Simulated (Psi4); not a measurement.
Sb (SMILES [Sb-]), charge -1, triplet (core potentials on Sb) (a gas-phase anion, which may not be bound at this level); B3LYP/def2-SVP (Psi4 1.11).

Input for Psi4:
```
memory 2 GB

molecule {
-1 3
Sb    0.00000000    0.00000000    0.00000000
}

set {
  basis def2-svp
  reference uks
  scf_type pk
  puream true
  d_convergence 1e-8
  dft_radial_points 99
  dft_spherical_points 590
}

energy('b3lyp')
print_variables()
```

Output, abridged:

```
   => Loading Basis Set <=

    Name: DEF2-SVP
    Role: ORBITAL
    Keyword: BASIS

    !!!  WARNING: ECP capability is in beta. Please check occupations closely.  !!!

         ---------------------------------------------------------
                                   SCF
               by Justin Turney, Rob Parrish, Andy Simmonett
                          and Daniel G. A. Smith
                              UKS Reference
         ---------------------------------------------------------

  ==> Geometry <==

    Molecular point group: d2h
    Geometry (in Angstrom), charge = -1, multiplicity = 3:

       Center              X                  Y                   Z               Mass
    ------------   -----------------  -----------------  -----------------  -----------------
         SB           0.000000000000     0.000000000000     0.000000000000   120.903812000000

  Running in d2h symmetry.

  Rotational constants: A = ************  B = ************  C = ************ [cm^-1]
  Rotational constants: A = ************  B = ************  C = ************ [MHz]
  Nuclear repulsion =    0.000000000000000

  Charge       = -1
  Multiplicity = 3
  Electrons    = 24
  Nalpha       = 13
  Nbeta        = 11

  ==> Algorithm <==

  SCF Algorithm Type is PK.
  DIIS enabled.
  MOM disabled.
  Fractional occupation disabled.
  Guess Type is CORE.
  Energy threshold   = 1.00e-06
  Density threshold  = 1.00e-08
  Integral threshold = 1.00e-12

  ==> Primary Basis <==

  Basis Set: DEF2-SVP
    Blend: DEF2-SVP
    Number of shells: 10
    Number of basis functions: 26
    Number of Cartesian functions: 28
    Spherical Harmonics?: true
    Max angular momentum: 2

  Core potential: DEF2-SVP
    Number of shells: 4
    Number of ECP primitives: 18
    Number of ECP core electrons: 28
    Max angular momentum: 3

  ==> DFT Potential <==

   => LibXC <=

    Version 7.1.2
    S. Lehtola, C. Steigemann, M. J. T. Oliveira, and M. A. L. Marques,  SoftwareX 7, 1–5 (2018) (10.1016/j.softx.2017.11.002)

   => Composite Functional: B3LYP <=

    B3LYP Hyb-GGA Exchange-Correlation Functional

    P. J. Stephens, F. J. Devlin, C. F. Chabalowski, and M. J. Frisch,  J. Phys. Chem. 98, 11623 (1994) (10.1021/j100096a001)

    Deriv               =              1
    GGA                 =           TRUE
    Meta                =          FALSE

    Exchange Hybrid     =           TRUE
    MP2 Hybrid          =          FALSE

   => Exchange Functionals <=

    0.0800   Slater exchange
    0.7200         Becke 88

   => Exact (HF) Exchange <=

    0.2000               HF

   => Correlation Functionals <=

    0.1900   Vosko, Wilk & Nusair (VWN5_RPA)
    0.8100   Lee, Yang & Parr

   => LibXC Density Thresholds  <==

    XC_HYB_GGA_XC_B3LYP:  1.00E-15

   => Molecular Quadrature <=

    Radial Scheme          =       TREUTLER
    Pruning Scheme         =           NONE
    Nuclear Scheme         =       TREUTLER

    Blocking Scheme        =         OCTREE
    BS radius alpha        =              1
    Pruning alpha          =              1
    Radial Points          =             99
    Spherical Points       =            590
    Total Points           =          50150
    Total Blocks           =            469
    Max Points             =            255
    Max Functions          =             26
    Weights Tolerance      =       1.00E-15

  ==> Integral Setup <==

  Using in-core PK algorithm.
   Calculation information:
      Number of atoms:                   1
      Number of AO shells:              10
      Number of primitives:             23
      Number of atomic orbitals:        28
      Number of basis functions:        26

      Integral cutoff                 1.00e-12
      Number of threads:                 1

  Performing in-core PK
  Using 123552 doubles for integral storage.
  We computed 1540 shell quartets total.
  Whereas there are 1540 unique shell quartets.

  ==> DiskJK: Disk-Based J/K Matrices <==

    J tasked:                  Yes
    K tasked:                  Yes
    wK tasked:                  No
    Schwarz Cutoff:          1E-12

  Minimum eigenvalue in the overlap matrix is 4.9887030852E-02.
  Reciprocal condition number of the overlap matrix is 1.7667445999E-02.
    Using symmetric orthogonalization.

  ==> Pre-Iterations <==

  SCF Guess: Core (One-Electron) Hamiltonian.

   -------------------------------------------------------
    Irrep   Nso     Nmo     Nalpha   Nbeta   Ndocc  Nsocc
   -------------------------------------------------------
     Ag         8       8       4       4       4       0
     B1g        2       2       1       1       1       0
     B2g        2       2       1       1       1       0
     B3g        2       2       1       1       1       0
     Au         0       0       0       0       0       0
     B1u        4       4       2       2       2       0
     B2u        4       4       2       1       1       1
     B3u        4       4       2       1       1       1
   -------------------------------------------------------
    Total      26      26      13      11      11       2
   -------------------------------------------------------

  ==> Iterations <==

                        Total Energy        Delta E     RMS |[F,P]|

   @UKS iter   1:  -232.94959664810736   -2.32950e+02   8.99144e-01 ADIIS
   @UKS iter   2:  -236.13670930472031   -3.18711e+00   3.63081e-01 ADIIS
   @UKS iter   3:  -239.81649593726692   -3.67979e+00   9.35488e-02 ADIIS/DIIS
   @UKS iter   4:  -240.05524466547115   -2.38749e-01   6.94692e-02 ADIIS/DIIS
   @UKS iter   5:  -240.29938930614193   -2.44145e-01   1.09479e-02 ADIIS/DIIS
   @UKS iter   6:  -240.30657906517939   -7.18976e-03   8.41572e-04 ADIIS/DIIS
   @UKS iter   7:  -240.30662396768406   -4.49025e-05   1.91549e-05 DIIS
   @UKS iter   8:  -240.30662400662268   -3.89386e-08   1.91352e-06 DIIS
   @UKS iter   9:  -240.30662400700169   -3.79003e-10   1.53439e-07 DIIS
   @UKS iter  10:  -240.30662400700427   -2.58638e-12   2.58224e-08 DIIS
   @UKS iter  11:  -240.30662400700433   -5.68434e-14   6.20836e-10 DIIS
  Energy and wave function converged.

  ==> Post-Iterations <==

   Electrons on quadrature grid:
      Nalpha   =   13.0000000000 ; deviation = 1.066e-14
      Nbeta    =   11.0000000000 ; deviation = -7.105e-15
      Ntotal   =   24.0000000000 ; deviation = 3.553e-15

   @Spin Contamination Metric:   1.565845541E-03
   @S^2 Expected:                2.000000000E+00
   @S^2 Observed:                2.001565846E+00
   @S   Expected:                1.000000000E+00
   @S   Observed:                1.000000000E+00

    Orbital Energies [Eh]
    ---------------------

    Alpha Occupied:

       1Ag    -5.438084     1B2u   -3.669034     1B3u   -3.669034
       1B1u   -3.654320     2Ag    -1.027750     1B1g   -1.027750
       1B3g   -1.014998     1B2g   -1.014998     3Ag    -1.010833
       4Ag    -0.262478     2B2u    0.025229     2B3u    0.025229
       2B1u    0.057295

    Alpha Virtual:

       5Ag     0.387648     3B3u    0.499747     3B2u    0.499747
       3B1u    0.523208     2B1g    0.575179     6Ag     0.575179
       2B2g    0.599744     2B3g    0.599744     7Ag     0.608737
       4B3u   18.308049     4B2u   18.308049     4B1u   18.320764
       8Ag    54.373134

    Beta Occupied:

       1Ag    -5.433811     1B2u   -3.663408     1B3u   -3.663408
       1B1u   -3.652949     2Ag    -1.019684     1B1g   -1.019684
       1B2g   -1.010437     1B3g   -1.010437     3Ag    -1.007256
       4Ag    -0.210965     2B1u    0.073963

    Beta Virtual:

       2B2u    0.122871     2B3u    0.122871     5Ag     0.407933
       3B3u    0.529003     3B2u    0.529003     3B1u    0.531208
       2B2g    0.632637     2B3g    0.632637     6Ag     0.634596
       7Ag     0.634898     2B1g    0.634898     4B3u   18.317324
       4B2u   18.317324     4B1u   18.323151     8Ag    54.371633

    Final Occupation by Irrep:
             Ag   B1g   B2g   B3g    Au   B1u   B2u   B3u
    DOCC [     4,    1,    1,    1,    0,    2,    1,    1 ]
    SOCC [     0,    0,    0,    0,    0,    0,    1,    1 ]
    NA   [     4,    1,    1,    1,    0,    2,    2,    2 ]
    NB   [     4,    1,    1,    1,    0,    2,    1,    1 ]

  @UKS Final Energy:  -240.30662400700433

   => Energetics <=

    Nuclear Repulsion Energy =              0.0000000000000000
    One-Electron Energy =                -426.0937734986554233
    Two-Electron Energy =                 201.7207367042479120
    DFT Exchange-Correlation Energy =     -15.9335872125968248
    Empirical Dispersion Energy =           0.0000000000000000
    VV10 Nonlocal Energy =                  0.0000000000000000
    Total Energy =                       -240.3066240070043307

  UHF NO Occupations:
  HONO-2 :    4 Ag 1.9993735
  HONO-1 :    2B2u 1.0000000
  HONO-0 :    2B3u 1.0000000
  LUNO+0 :    5 Ag 0.0006265
  LUNO+1 :    3B1u 0.0000686
  LUNO+2 :    2B1g 0.0000330
  LUNO+3 :    6 Ag 0.0000330

Computation Completed

Properties will be evaluated at   0.000000,   0.000000,   0.000000 [a0]

Properties computed using the SCF density matrix

 Multipole Moments:

 ------------------------------------------------------------------------------------
     Multipole            Electronic (a.u.)      Nuclear  (a.u.)        Total (a.u.)
 ------------------------------------------------------------------------------------

 L = 1.  Multiply by 2.5417464519 to convert [e a0] to [Debye]
 Dipole X            :          0.0000000            0.0000000            0.0000000
 Dipole Y            :          0.0000000            0.0000000            0.0000000
 Dipole Z            :          0.0000000            0.0000000            0.0000000
 Magnitude           :                                                    0.0000000

 ------------------------------------------------------------------------------------

  Variable Map:
  ----------------------------------------------------------------------------
  "CURRENT ENERGY"              =>    -240.306624007004
  "CURRENT REFERENCE ENERGY"    =>    -240.306624007004
  "DD SOLVATION ENERGY"         =>       0.000000000000
  "DFT FUNCTIONAL TOTAL ENERGY" =>    -240.306624007004
  "DFT TOTAL ENERGY"            =>    -240.306624007004
  "DFT VV10 ENERGY"             =>       0.000000000000
  "DFT XC ENERGY"               =>     -15.933587212597
  "GRID ELECTRONS ALPHA"        =>      13.000000000000
  "GRID ELECTRONS BETA"         =>      11.000000000000
  "GRID ELECTRONS TOTAL"        =>      24.000000000000
  "NUCLEAR REPULSION ENERGY"    =>       0.000000000000
  "ONE-ELECTRON ENERGY"         =>    -426.093773498655
  "PCM POLARIZATION ENERGY"     =>       0.000000000000
  "PE ENERGY"                   =>       0.000000000000
  "SCF ITERATION ENERGY"        =>    -240.306624007004
  "SCF ITERATIONS"              =>      11.000000000000
  "SCF TOTAL ENERGY"            =>    -240.306624007004
  "TWO-ELECTRON ENERGY"         =>     201.720736704248
  "XC GRID RADIAL POINTS"       =>      99.000000000000
  "XC GRID SPHERICAL POINTS"    =>     590.000000000000
  "XC GRID TOTAL POINTS"        =>   50150.000000000000

  Array Variable Map:
  ----------------------------------------------------------------------------
  "CURRENT DIPOLE"              =>       0.000000000000 ... 0.000000000000 1 by 3
  "SCF DIPOLE"                  =>       0.000000000000 ... 0.000000000000 1 by 3
  "SCF TOTAL ENERGIES"          =>    -232.949596648107 ... -240.306624007004 1 by 11
```
